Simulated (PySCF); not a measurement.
# Computed spin Hamiltonian

Species: C8H11 (doublet state).
Cartesian coordinates in Å at the GFN2-xTB level; atoms count from 1:
```xyz
19
C8H11 angstrom
C     -1.433   -1.113   -0.889
C     -0.956    0.234   -0.338
C     -1.694    0.570    0.961
C      0.526    0.238   -0.139
C      1.440    0.962   -0.807
C      2.785    0.662   -0.316
C      2.646   -0.248    0.637
C      1.238   -0.626    0.878
H     -1.267   -1.905   -0.162
H     -2.496   -1.073   -1.114
H     -0.895   -1.362   -1.801
H     -1.187    1.010   -1.078
H     -2.761    0.666    0.773
H     -1.330    1.509    1.372
H     -1.547   -0.215    1.700
H      1.250    1.670   -1.595
H      3.681    1.117   -0.691
H      0.928   -0.397    1.898
H      1.063   -1.688    0.703
```

The hyperfine couplings belong to this conformer and change with its torsions.

The species is `CC(C1=CC=[C]C1)C` [radical].

Method: UKS B3LYP, pcH-1 on C H, non-relativistic, mean-field spin-orbit, GIAO (PySCF 2.14.0). Geometry: GFN2-xTB, one conformer, isolated molecule. A GFN2-xTB geometry isn't a minimum of the functional, and hyperfine couplings can be far from their values at a DFT geometry. The SCF solution wasn't tested for stability.

| Property | Result |
| --- | --- |
| g1, g2, g3 | 2.00144, 2.00214, 2.00286 |
| g_iso | 2.00215 |
| Form of g | rhombic: the two nearest values differ by 50 % of g3 − g1 |
| ⟨S²⟩ | 0.7647 (exact 0.7500) |
| α and β electrons | 30, 29 |

Hyperfine couplings atom by atom, in MHz; T1 to T3 are the principal values of the dipolar part:

```json
{"atom": "C1", "isotope": "13C", "a_iso": "-2.8", "T1": "-0.4", "T2": "0.0", "T3": "0.4", "Mulliken spin population": "0.00"}
{"atom": "C2", "isotope": "13C", "a_iso": "4.2", "T1": "-1.3", "T2": "-1.1", "T3": "2.3", "Mulliken spin population": "0.01"}
{"atom": "C3", "isotope": "13C", "a_iso": "-2.0", "T1": "-0.4", "T2": "-0.1", "T3": "0.4", "Mulliken spin population": "0.00"}
{"atom": "C4", "isotope": "13C", "a_iso": "32.2", "T1": "-14.1", "T2": "0.9", "T3": "13.2", "Mulliken spin population": "-0.02"}
{"atom": "C5", "isotope": "13C", "a_iso": "61.4", "T1": "-6.7", "T2": "-1.3", "T3": "8.0", "Mulliken spin population": "0.09"}
{"atom": "C6", "isotope": "13C", "a_iso": "28.4", "T1": "-22.9", "T2": "1.4", "T3": "21.5", "Mulliken spin population": "-0.13"}
{"atom": "C7", "isotope": "13C", "a_iso": "449.6", "T1": "-80.2", "T2": "-52.4", "T3": "132.5", "Mulliken spin population": "1.03"}
{"atom": "C8", "isotope": "13C", "a_iso": "48.4", "T1": "-7.5", "T2": "-6.9", "T3": "14.4", "Mulliken spin population": "-0.01"}
{"atom": "H9", "isotope": "1H", "a_iso": "0.3", "T1": "-1.0", "T2": "-0.8", "T3": "1.8", "Mulliken spin population": "0.00"}
{"atom": "H10", "isotope": "1H", "a_iso": "-0.6", "T1": "-0.4", "T2": "-0.4", "T3": "0.8", "Mulliken spin population": "0.00"}
{"atom": "H11", "isotope": "1H", "a_iso": "0.1", "T1": "-0.9", "T2": "-0.6", "T3": "1.5", "Mulliken spin population": "0.00"}
{"atom": "H12", "isotope": "1H", "a_iso": "10.3", "T1": "-1.4", "T2": "0.0", "T3": "1.4", "Mulliken spin population": "0.00"}
{"atom": "H13", "isotope": "1H", "a_iso": "-0.5", "T1": "-0.5", "T2": "-0.4", "T3": "0.8", "Mulliken spin population": "0.00"}
{"atom": "H14", "isotope": "1H", "a_iso": "0.1", "T1": "-0.9", "T2": "-0.7", "T3": "1.6", "Mulliken spin population": "0.00"}
{"atom": "H15", "isotope": "1H", "a_iso": "0.3", "T1": "-1.0", "T2": "-0.8", "T3": "1.8", "Mulliken spin population": "0.00"}
{"atom": "H16", "isotope": "1H", "a_iso": "12.0", "T1": "-3.4", "T2": "-2.6", "T3": "6.0", "Mulliken spin population": "0.00"}
{"atom": "H17", "isotope": "1H", "a_iso": "38.1", "T1": "-6.7", "T2": "-5.0", "T3": "11.7", "Mulliken spin population": "0.02"}
{"atom": "H18", "isotope": "1H", "a_iso": "5.7", "T1": "-7.3", "T2": "-5.8", "T3": "13.1", "Mulliken spin population": "0.00"}
{"atom": "H19", "isotope": "1H", "a_iso": "5.7", "T1": "-7.3", "T2": "-5.8", "T3": "13.1", "Mulliken spin population": "0.00"}
```

The Mulliken spin populations are largest on C7 (+1.03), C6 (-0.13) and C5 (+0.09). No atom but C7 exceeds +0.15.

Axes: g1 points within 9° of the C6–H17 bond.

Under fast tumbling the dipolar parts average out, and these isotropic splittings remain: 1 × 1H (H17, I = 1/2, 2 lines) with 1.36 mT, 1 × 1H (H16, I = 1/2, 2 lines) with 0.43 mT, 1 × 1H (H12, I = 1/2, 2 lines) with 0.37 mT and 2 × 1H (H18/H19, I = 1/2, 3 lines) with 0.20 mT.

Means are taken over nuclei equivalent by connectivity, which assumes that they swap fast.

The 13C coupling of C7 (449.6 MHz) shows only in satellite lines or after enrichment, since that isotope makes up about 1.07 % of natural carbon.
